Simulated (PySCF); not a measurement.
F3OSi, SMILES [O][Si](F)(F)F (connectivity only; charge and spin as stated), charge -1, multiplicity 1.

The structure is a stationary point at PBE0-D3(BJ)/def2-SVPD. The spin state was assumed, not searched. The isomer is the one that the SMILES or the coordinates give; other isomers of the formula were not compared.

Two levels are set side by side: PBE/def2-SVPD (PySCF) and r2SCAN/def2-SVPD (PySCF). Same geometry, gas phase. Differences are taken from unrounded values.

```tsv
quantity	r2SCAN
orbital gap (eV)	5.92
highest occupied level (eV)	-1.49
lowest empty level (eV)	4.43
mean polarisability (bohr³)	35.0
```

Task: What does PBE give, and how far is it from r2SCAN? (An estimate is asked for; the answer gives what the named calculation found.)

Result: 
```csv
quantity,PBE,PBE minus r2SCAN
orbital gap (eV),5.00,-0.93
highest occupied level (eV),-1.22,0.28
lowest empty level (eV),3.78,-0.65
mean polarisability (bohr³),37.6,2.6
```

Rough cost on one machine, each run with all the roots and properties that it gave: r2SCAN against PBE about 4 times.
